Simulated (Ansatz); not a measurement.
C3ClN3Sn, SMILES `N#[C][Sn]([Cl])([C]#N)[C]#N`. Total charge 0; spin multiplicity 1. Correlated methods include outer-core shells of Sn, which these sets cover unevenly. Sn takes the def2 core potential.

```xyz
8

N    -1.7771    2.2154    1.2964
C    -1.2261    1.3617    0.7555
Sn   -0.2443   -0.1795   -0.2330
Cl   -1.6972   -1.2455   -1.6220
C     0.5030   -1.5243    1.1632
N     0.9132   -2.2737    1.9345
C     1.3295    0.6071   -1.3380
N     2.1989    1.0387   -1.9566
```

Q: Give the diagnostics of a CCSD(T)/def2-TZVPP run (frozen core, the Gaussian-basis code of Ansatz). (Best estimate.)

A: Computed: T1 = 0.0144, largest single amplitude 0.029, largest double 0.033, (T) share of the correlation energy 4.9 %, 9 CCSD cycles. The RHF solution is stable towards an unrestricted one. T1 lies under the customary mark of 0.02 for closed shells.
